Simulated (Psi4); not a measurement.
Ni, triplet; TPSSH/aug-cc-pVDZ run with Psi4.

The Psi4 input:
```
memory 2 GB

molecule {
0 3
Ni    0.00000000    0.00000000    0.00000000
}

set {
  basis aug-cc-pvdz
  reference uks
}

energy('tpssh')
print_variables()
```

Q: Write the output that Psi4 gives for this input, abridged.

A: 
```
   => Loading Basis Set <=

    Name: AUG-CC-PVDZ
    Role: ORBITAL
    Keyword: BASIS

         ---------------------------------------------------------
                                   SCF
               by Justin Turney, Rob Parrish, Andy Simmonett
                          and Daniel G. A. Smith
                              UKS Reference
         ---------------------------------------------------------

  ==> Geometry <==

    Molecular point group: d2h
    Geometry (in Angstrom), charge = 0, multiplicity = 3:

       Center              X                  Y                   Z               Mass
    ------------   -----------------  -----------------  -----------------  -----------------
         NI           0.000000000000     0.000000000000     0.000000000000    57.935342410000

  Running in d2h symmetry.

  Rotational constants: A = ************  B = ************  C = ************ [cm^-1]
  Rotational constants: A = ************  B = ************  C = ************ [MHz]
  Nuclear repulsion =    0.000000000000000

  Charge       = 0
  Multiplicity = 3
  Electrons    = 28
  Nalpha       = 15
  Nbeta        = 13

  ==> Algorithm <==

  SCF Algorithm Type is DF.
  DIIS enabled.
  MOM disabled.
  Fractional occupation disabled.
  Guess Type is CORE.
  Energy threshold   = 1.00e-06
  Density threshold  = 1.00e-06
  Integral threshold = 1.00e-12

  ==> Primary Basis <==

  Basis Set: AUG-CC-PVDZ
    Blend: AUG-CC-PVDZ
    Number of shells: 19
    Number of basis functions: 59
    Number of Cartesian functions: 69
    Spherical Harmonics?: true
    Max angular momentum: 3

  ==> DFT Potential <==

   => LibXC <=

    Version 7.1.2
    S. Lehtola, C. Steigemann, M. J. T. Oliveira, and M. A. L. Marques,  SoftwareX 7, 1–5 (2018) (10.1016/j.softx.2017.11.002)

   => Composite Functional: TPSSH <=

    TPSSh Hyb-GGA Exchange-Correlation Functional

    V. N. Staroverov, G. E. Scuseria, J. Tao, and J. P. Perdew,  J. Chem. Phys. 119, 12129 (2003) (10.1063/1.1626543)

    Deriv               =              1
    GGA                 =           TRUE
    Meta                =           TRUE

    Exchange Hybrid     =           TRUE
    MP2 Hybrid          =          FALSE

   => Exchange Functionals <=

    0.9000   Tao, Perdew, Staroverov & Scuseria

   => Exact (HF) Exchange <=

    0.1000               HF

   => Correlation Functionals <=

    1.0000   Tao, Perdew, Staroverov & Scuseria

   => LibXC Density Thresholds  <==

    XC_HYB_MGGA_XC_TPSSH:  1.00E-15

   => Molecular Quadrature <=

    Radial Scheme          =       TREUTLER
    Pruning Scheme         =           NONE
    Nuclear Scheme         =       TREUTLER

    Blocking Scheme        =         OCTREE
    BS radius alpha        =              1
    Pruning alpha          =              1
    Radial Points          =             75
    Spherical Points       =            302
    Total Points           =          22342
    Total Blocks           =            255
    Max Points             =            254
    Max Functions          =             59
    Weights Tolerance      =       1.00E-15

   => Loading Basis Set <=

    Name: (AUG-CC-PVDZ AUX)
    Role: JKFIT
    Keyword: DF_BASIS_SCF

  ==> Integral Setup <==

  SCF_SUBTYPE=INCORE selected. In-core MEM_DF algorithm will be used.
  Using in-core AOs.

  ==> MemDFJK: Density-Fitted J/K Matrices <==

    J tasked:                   Yes
    K tasked:                   Yes
    wK tasked:                   No
    Algorithm:                 Core
    Schwarz Cutoff:           1E-12
    Mask sparsity (%):       0.0000
    Fitting Condition:        1E-10

   => Auxiliary Basis Set <=

  Basis Set: (AUG-CC-PVDZ AUX)
    Blend: DEF2-UNIVERSAL-JKFIT
    Number of shells: 58
    Number of basis functions: 264
    Number of Cartesian functions: 377
    Spherical Harmonics?: true
    Max angular momentum: 6

  Minimum eigenvalue in the overlap matrix is 1.3717175505E-02.
  Reciprocal condition number of the overlap matrix is 4.9591815975E-03.
    Using symmetric orthogonalization.

  ==> Pre-Iterations <==

  SCF Guess: Core (One-Electron) Hamiltonian.

   -------------------------------------------------------
    Irrep   Nso     Nmo     Nalpha   Nbeta   Ndocc  Nsocc
   -------------------------------------------------------
     Ag        15      15       5       4       4       1
     B1g        4       4       1       1       1       0
     B2g        4       4       1       1       1       0
     B3g        4       4       1       1       1       0
     Au         2       2       0       0       0       0
     B1u       10      10       2       2       2       0
     B2u       10      10       2       2       2       0
     B3u       10      10       3       2       2       1
   -------------------------------------------------------
    Total      59      59      15      13      13       2
   -------------------------------------------------------

  ==> Iterations <==

                           Total Energy        Delta E     RMS |[F,P]|

    Occupation by irrep:
             Ag   B1g   B2g   B3g    Au   B1u   B2u   B3u
    DOCC [     4,    0,    0,    0,    0,    3,    3,    3 ]
    SOCC [     2,    0,    0,    0,    0,    0,    0,    0 ]
    NA   [     6,    0,    0,    0,    0,    3,    3,    3 ]
    NB   [     4,    0,    0,    0,    0,    3,    3,    3 ]

   @DF-UKS iter   1: -1483.19835098399199   -1.48320e+03   2.48648e-01 ADIIS
    Occupation by irrep:
             Ag   B1g   B2g   B3g    Au   B1u   B2u   B3u
    DOCC [     5,    1,    0,    1,    0,    2,    2,    2 ]
    SOCC [     1,    0,    1,    0,    0,    0,    0,    0 ]
    NA   [     6,    1,    1,    1,    0,    2,    2,    2 ]
    NB   [     5,    1,    0,    1,    0,    2,    2,    2 ]

   @DF-UKS iter   2: -1419.14608716578232    6.40523e+01   5.65466e-01 ADIIS
    Occupation by irrep:
             Ag   B1g   B2g   B3g    Au   B1u   B2u   B3u
    DOCC [     4,    1,    1,    1,    0,    2,    2,    2 ]
[...]
   @DF-UKS iter  46: -1508.31406126697129    1.72847e-05   7.82552e-04 ADIIS/DIIS
   @DF-UKS iter  47: -1508.31398370045690    7.75665e-05   9.87817e-04 ADIIS/DIIS
   @DF-UKS iter  48: -1508.31411539031819   -1.31690e-04   6.62587e-04 ADIIS/DIIS
   @DF-UKS iter  49: -1508.31393294818440    1.82442e-04   1.18012e-03 ADIIS/DIIS
   @DF-UKS iter  50: -1508.31410654266278   -1.73594e-04   7.71713e-04 ADIIS/DIIS
   @DF-UKS iter  51: -1508.31416661618778   -6.00735e-05   3.21310e-04 ADIIS/DIIS
   @DF-UKS iter  52: -1508.31416250975667    4.10643e-06   4.23463e-04 ADIIS/DIIS
   @DF-UKS iter  53: -1508.31416747545200   -4.96570e-06   3.10065e-04 ADIIS/DIIS
   @DF-UKS iter  54: -1508.31417615441887   -8.67897e-06   5.73657e-04 ADIIS/DIIS
   @DF-UKS iter  55: -1508.31415043698939    2.57174e-05   7.07611e-04 ADIIS/DIIS
   @DF-UKS iter  56: -1508.31419273175538   -4.22948e-05   4.15008e-04 ADIIS/DIIS
   @DF-UKS iter  57: -1508.31415604366475    3.66881e-05   3.84449e-04 ADIIS/DIIS
   @DF-UKS iter  58: -1508.31419740384172   -4.13602e-05   6.68104e-04 ADIIS/DIIS
   @DF-UKS iter  59: -1508.31408454835741    1.12855e-04   1.17668e-03 ADIIS/DIIS
   @DF-UKS iter  60: -1508.31388438454314    2.00164e-04   1.81054e-03 ADIIS/DIIS
   @DF-UKS iter  61: -1508.31351596417335    3.68420e-04   2.56024e-03 ADIIS/DIIS
   @DF-UKS iter  62: -1508.31386454459630   -3.48580e-04   1.89348e-03 ADIIS/DIIS
   @DF-UKS iter  63: -1508.31374211734897    1.22427e-04   2.16553e-03 ADIIS/DIIS
   @DF-UKS iter  64: -1508.31409103102146   -3.48914e-04   1.24284e-03 ADIIS/DIIS
   @DF-UKS iter  65: -1508.31404854519110    4.24858e-05   1.29427e-03 ADIIS/DIIS
   @DF-UKS iter  66: -1508.31414396267451   -9.54175e-05   9.29433e-04 ADIIS/DIIS
   @DF-UKS iter  67: -1508.31425231770982   -1.08355e-04   5.61787e-04 ADIIS/DIIS
   @DF-UKS iter  68: -1508.31419769215222    5.46256e-05   3.96888e-05 DIIS
   @DF-UKS iter  69: -1508.31412112550015    7.65667e-05   4.52474e-04 ADIIS/DIIS
   @DF-UKS iter  70: -1508.31414127050266   -2.01450e-05   8.70043e-04 ADIIS/DIIS
   @DF-UKS iter  71: -1508.31416309893120   -2.18284e-05   6.97875e-04 ADIIS/DIIS
   @DF-UKS iter  72: -1508.31416695336929   -3.85444e-06   7.58490e-04 ADIIS/DIIS
   @DF-UKS iter  73: -1508.31416117556432    5.77780e-06   8.09305e-04 ADIIS/DIIS
   @DF-UKS iter  74: -1508.31415176234918    9.41322e-06   9.27675e-04 ADIIS/DIIS
   @DF-UKS iter  75: -1508.31414398639140    7.77596e-06   8.91285e-04 ADIIS/DIIS
   @DF-UKS iter  76: -1508.31414922239446   -5.23600e-06   8.48300e-04 ADIIS/DIIS
   @DF-UKS iter  77: -1508.31412075526737    2.84671e-05   8.66970e-04 ADIIS/DIIS
   @DF-UKS iter  78: -1508.31408741666041    3.33386e-05   1.20474e-03 ADIIS/DIIS
   @DF-UKS iter  79: -1508.31402078868564    6.66280e-05   1.46127e-03 ADIIS/DIIS
   @DF-UKS iter  80: -1508.31412923757125   -1.08449e-04   1.09079e-03 ADIIS/DIIS
   @DF-UKS iter  81: -1508.31412948964680   -2.52076e-07   1.11752e-03 ADIIS/DIIS
   @DF-UKS iter  82: -1508.31404642811253    8.30615e-05   1.48571e-03 ADIIS/DIIS
   @DF-UKS iter  83: -1508.31391075141119    1.35677e-04   2.04611e-03 ADIIS/DIIS
   @DF-UKS iter  84: -1508.31379602649781    1.14725e-04   2.27720e-03 ADIIS/DIIS
   @DF-UKS iter  85: -1508.31419520998907   -3.99183e-04   1.24215e-03 ADIIS/DIIS
   @DF-UKS iter  86: -1508.31421835519973   -2.31452e-05   7.78844e-04 ADIIS/DIIS
   @DF-UKS iter  87: -1508.31421195250323    6.40270e-06   7.46375e-04 ADIIS/DIIS
   @DF-UKS iter  88: -1508.31420212192666    9.83058e-06   4.79072e-04 ADIIS/DIIS
   @DF-UKS iter  89: -1508.31422044760347   -1.83257e-05   3.91480e-04 ADIIS/DIIS
   @DF-UKS iter  90: -1508.31426700798056   -4.65604e-05   3.56893e-04 ADIIS/DIIS
   @DF-UKS iter  91: -1508.31421922891445    4.77791e-05   5.00425e-04 ADIIS/DIIS
   @DF-UKS iter  92: -1508.31419965226064    1.95767e-05   4.23249e-04 ADIIS/DIIS
   @DF-UKS iter  93: -1508.31414717196822    5.24803e-05   5.70897e-04 ADIIS/DIIS
   @DF-UKS iter  94: -1508.31409810311811    4.90689e-05   7.89360e-04 ADIIS/DIIS
   @DF-UKS iter  95: -1508.31416628594479   -6.81828e-05   5.96309e-04 ADIIS/DIIS
   @DF-UKS iter  96: -1508.31416540279338    8.83151e-07   5.82141e-04 ADIIS/DIIS
   @DF-UKS iter  97: -1508.31415345372034    1.19491e-05   7.51760e-04 ADIIS/DIIS
   @DF-UKS iter  98: -1508.31415719341999   -3.73970e-06   6.90712e-04 ADIIS/DIIS
   @DF-UKS iter  99: -1508.31408704683690    7.01466e-05   8.46856e-04 ADIIS/DIIS
   @DF-UKS iter 100: -1508.31416102575554   -7.39789e-05   4.90241e-04 ADIIS/DIIS

PsiException: Could not converge SCF iterations in 100 iterations.

  Failed to converge.

Traceback (most recent call last):
  File "psi4", line 375, in <module>
  File "<string>", line 22, in <module>
  File "site-packages/psi4/driver/driver.py", line 533, in energy
  File "site-packages/psi4/driver/procrouting/proc.py", line 2760, in run_scf
  File "site-packages/psi4/driver/procrouting/proc.py", line 2047, in scf_helper
  File "site-packages/psi4/driver/procrouting/scf_proc/scf_iterator.py", line 93, in scf_compute_energy
  File "site-packages/psi4/driver/procrouting/scf_proc/scf_iterator.py", line 86, in scf_compute_energy
  File "site-packages/psi4/driver/procrouting/scf_proc/scf_iterator.py", line 609, in scf_iterate

psi4.driver.p4util.exceptions.SCFConvergenceError: Could not converge SCF iterations in 100 iterations.

Printing out the relevant lines from the Psithon --> Python processed input file:
    Ni    0.00000000    0.00000000    0.00000000
    """)
    core.IO.set_default_namespace("")
    core.set_global_option("BASIS", "aug-cc-pvdz")
    core.set_global_option("REFERENCE", "uks")
--> energy('tpssh')
    print_variables()

!-------------------------------------------------------!
!                                                       !
!  Could not converge SCF iterations in 100 iterations. !
!                                                       !
!-------------------------------------------------------!
```

The run did not converge; its last values are not results.
